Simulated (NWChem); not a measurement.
All runs are NWChem calculations. System: H$_{3}$AlSe, charge 1, spin multiplicity 2, at the geometry of a parent with another charge or spin, in a state set for the comparison that need not be this species' ground state. Its SCF solution wasn't tested for a lower state.

Input file:

```
start mol
memory heap 200 mb stack 900 mb global 1100 mb
charge 1
geometry units angstroms nocenter noautoz
  Al     0.335226     1.556697     0.000000
  H     -0.890500     2.559722     0.000000
  H      1.858242     1.996167     0.000000
  Se    -0.192539    -0.696688     0.000000
  H      1.220654    -1.105574     0.000000
  symmetry group Cs
end
basis spherical
  * library cc-pvdz
end
dft
  xc xpbe96 cpbe96
  odft
  mult 2
  semidirect memsize 60000000 filesize 0
  iterations 100
end
task dft energy
```

The output up to the point where the run's verdict is printed (cleaned and shortened):

```
             Northwest Computational Chemistry Package (NWChem) 7.3.0
             --------------------------------------------------------

                                NWChem Input Module
                                -------------------

 Scaling coordinates for geometry "geometry" by  1.889725989
 (inverse scale =  0.529177249)

 Turning off AUTOSYM since
 SYMMETRY directive was detected!

                             Geometry "geometry" -> ""
                             -------------------------

 Output coordinates in angstroms (scale by  1.889725989 to convert to a.u.)

  No.       Tag          Charge          X              Y              Z
 ---- ---------------- ---------- -------------- -------------- --------------
    1 Al                  13.0000     0.33522600     1.55669700     0.00000000
    2 H                    1.0000    -0.89050000     2.55972200     0.00000000
    3 H                    1.0000     1.85824200     1.99616700     0.00000000
    4 Se                  34.0000    -0.19253900    -0.69668800     0.00000000
    5 H                    1.0000     1.22065400    -1.10557400     0.00000000

 Effective nuclear repulsion energy (a.u.)     135.6267423143

            Nuclear Dipole moment (a.u.)
            ----------------------------
        X                 Y               Z
 ---------------- ---------------- ----------------
     0.0000151178    -0.0000302356     0.0000000000

      Symmetry information
      --------------------

 Group name             Cs
 Group number              2
 Group order               2
 No. of unique centers     5

      Symmetry unique atoms

     1    2    3    4    5


 Summary of "ao basis" -> "" (spherical)
 ------------------------------------------------------------------------------
       Tag                 Description            Shells   Functions and Types
 ---------------- ------------------------------  ------  ---------------------
 *                          cc-pvdz                   on all atoms

  pbe96 is a nonlocal functional; adding pw91lda local functional.

                                 NWChem DFT Module
[...]
 d= 0,ls=0.5,diis    75  -2644.8853305791 -1.53D-05  1.25D-05  1.87D-04    31.8
                                                     3.18D-05  2.26D-04
 d= 0,ls=0.5,diis    76  -2644.8853514088 -2.08D-05  3.72D-05  1.86D-04    32.1
                                                     2.90D-05  2.22D-04
 d= 0,ls=0.5,diis    77  -2644.8853258534  2.56D-05  2.97D-05  2.29D-04    32.4
                                                     2.37D-05  2.57D-04
 d= 0,ls=0.5,diis    78  -2644.8853052336  2.06D-05  2.33D-05  2.62D-04    32.7
                                                     2.04D-05  2.84D-04
 d= 0,ls=0.5,diis    79  -2644.8852917263  1.35D-05  1.56D-05  2.85D-04    33.0
                                                     1.86D-05  3.02D-04
 d= 0,ls=0.5,diis    80  -2644.8852896838  2.04D-06  1.56D-05  2.92D-04    33.3
                                                     1.64D-05  3.08D-04
 d= 0,ls=0.5,diis    81  -2644.8852843603  5.32D-06  2.48D-05  3.06D-04    33.6
                                                     2.67D-05  3.19D-04
 d= 0,ls=0.5,diis    82  -2644.8853450542 -6.07D-05  1.33D-05  2.48D-04    33.9
                                                     2.49D-05  2.72D-04
 d= 0,ls=0.5,diis    83  -2644.8853897703 -4.47D-05  6.68D-06  2.14D-04    34.2
                                                     2.39D-05  2.42D-04
 d= 0,ls=0.5,diis    84  -2644.8854220426 -3.23D-05  1.01D-05  1.94D-04    34.5
                                                     2.13D-05  2.22D-04
 d= 0,ls=0.5,diis    85  -2644.8854385251 -1.65D-05  1.02D-05  1.91D-04    34.8
                                                     2.83D-05  2.16D-04
 d= 0,ls=0.5,diis    86  -2644.8854754973 -3.70D-05  5.04D-06  1.69D-04    35.1
                                                     2.61D-05  1.95D-04
 d= 0,ls=0.5,diis    87  -2644.8855043799 -2.89D-05  7.23D-06  1.53D-04    35.4
                                                     2.45D-05  1.78D-04
 d= 0,ls=0.5,diis    88  -2644.8855220445 -1.77D-05  1.30D-05  1.47D-04    35.7
                                                     2.98D-05  1.71D-04
 d= 0,ls=0.5,diis    89  -2644.8855626361 -4.06D-05  2.08D-05  1.18D-04    36.0
                                                     3.50D-05  1.42D-04
 d= 0,ls=0.5,diis    90  -2644.8856105829 -4.79D-05  1.27D-05  8.46D-05    36.3
                                                     3.32D-05  1.11D-04
 d= 0,ls=0.5,diis    91  -2644.8856433413 -3.28D-05  1.14D-05  6.81D-05    36.6
                                                     2.95D-05  9.36D-05
 d= 0,ls=0.5,diis    92  -2644.8856583503 -1.50D-05  4.70D-06  6.73D-05    36.9
                                                     3.06D-05  9.08D-05
 d= 0,ls=0.5,diis    93  -2644.8856833006 -2.50D-05  1.97D-05  5.47D-05    37.2
                                                     2.58D-05  7.73D-05
 d= 0,ls=0.5,diis    94  -2644.8856859515 -2.65D-06  2.18D-05  6.37D-05    37.5
                                                     2.32D-05  8.33D-05
 d= 0,ls=0.5,diis    95  -2644.8856824695  3.48D-06  1.87D-05  7.64D-05    37.8
                                                     2.06D-05  9.36D-05
 d= 0,ls=0.5,diis    96  -2644.8856808617  1.61D-06  2.43D-05  8.62D-05    38.1
                                                     1.89D-05  1.01D-04
 d= 0,ls=0.5,diis    97  -2644.8856689330  1.19D-05  9.42D-06  1.04D-04    38.4
                                                     1.89D-05  1.16D-04
 d= 0,ls=0.5,diis    98  -2644.8856826162 -1.37D-05  1.42D-05  9.45D-05    38.7
                                                     2.36D-05  1.07D-04
 d= 0,ls=0.5,diis    99  -2644.8857087325 -2.61D-05  1.20D-05  7.34D-05    39.0
                                                     1.76D-05  8.85D-05
 d= 0,ls=0.5,diis   100  -2644.8857111384 -2.41D-06  3.82D-06  7.79D-05    39.3
                                                     1.85D-05  9.08D-05
```

Convergence was not reached. The next line reads: Calculation failed to converge. NWChem stopped with the message: dft energy failed.
